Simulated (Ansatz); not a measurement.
One change: `C[N]=[V]([F])([F])[F]` becomes `C[N]=[Ta]([F])([F])[F]`.

Ansatz, PBE0-D4/def2-TZVP geometries, multiplicity 1. 

Elements past krypton have def2 core potentials. Scalar relativity is left out up to krypton.

```csv
property,`C[N]=[V]([F])([F])[F]`
size of the dipole moment (PBE/def2-TZVPP) / D,3.26
HOMO energy (PBE0/def2-TZVPP) / eV,-8.78
HOMO–LUMO gap (ωB97M-V/def2-TZVPP) / eV,10.60
HOMO energy (B3LYP/def2-TZVPP) / eV,-8.55
HOMO–LUMO gap (PBE0/def2-TZVPP) / eV,5.97
LUMO energy (ωB97M-V/def2-TZVPP) / eV,-0.52
```

(1) Give the same properties after the change, and the shifts. (Estimate.)

Answers

(1) Computed: 
| property | `C[N]=[Ta]([F])([F])[F]` | shift |
| --- | --- | --- |
| size of the dipole moment (PBE/def2-TZVPP) / D | 1.17 | -2.09 |
| HOMO energy (PBE0/def2-TZVPP) / eV | -7.84 | 0.94 |
| HOMO–LUMO gap (ωB97M-V/def2-TZVPP) / eV | 10.85 | 0.25 |
| HOMO energy (B3LYP/def2-TZVPP) / eV | -7.61 | 0.94 |
| HOMO–LUMO gap (PBE0/def2-TZVPP) / eV | 7.01 | 1.04 |
| LUMO energy (ωB97M-V/def2-TZVPP) / eV | 0.77 | 1.29 |

With PBE0 the HOMO rises by 0.94 eV and the LUMO rises by 1.98 eV, so the gap widens by about 1.04 eV. PBE moves the HOMO by 0.76 eV and ωB97M-V by 1.03 eV. Dipoles are sizes alone; their direction can turn.

B3LYP here is the variant with VWN-RPA as its local correlation; programs differ in this.
